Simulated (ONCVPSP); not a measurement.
Transferability test, ONCV potential for Tc

| Quantity | Value |
| --- | --- |
| Element | Tc |
| Generator | ONCVPSP 4.0.1 |
| Type | optimised norm-conserving Vanderbilt (ONCV) |
| Functional | PBE |
| Relativity | scalar-relativistic |
| Frozen core | [Ar] 3d10 |
| Valence charge | 15 |
| Reference configuration | 4s2 4p6 4d5 5s1 (charge +1) |
| Partial waves | 4s+5s: rc 1.70 bohr, ncon 3, nbas 6, qcut 9.3 1/bohr, 2 projectors; 4p: rc 1.60 bohr, ncon 5, nbas 9, qcut 6.7 1/bohr, 2 projectors, debl 3.2 Ha; 4d: rc 2.20 bohr, ncon 4, nbas 8, qcut 6.6 1/bohr, 2 projectors, debl 2.1 Ha |
| Local potential | polynomial inside 1.60 bohr (lpopt 5, dvloc0 0 Ha) |
| Core correction | Teter function, fcfact 4, rcfact 1.6 |

Energies are relative to the spin-unpolarised reference configuration 4s2 4p6 4d5 5s1; without spin polarisation the order of configurations can differ from experiment.

Give the all-electron excitation energy and the error of the potential for: 4s2 4p6 4d5 5s2; 4s2 4p6 4d5 5s0; 4s2 4p6 4d4 5s0; 4s2 4p5 4d5 5s2.

```
valence configuration  charge  ΔE all-electron (eV)  error AE − PS (meV)
      4s2 4p6 4d5 5s2       0                -8.154                 +1.2
      4s2 4p6 4d5 5s0      +2                14.852                 -3.3
      4s2 4p6 4d4 5s0      +3                43.557                 +6.1
      4s2 4p5 4d5 5s2      +1                43.344                  -82
```
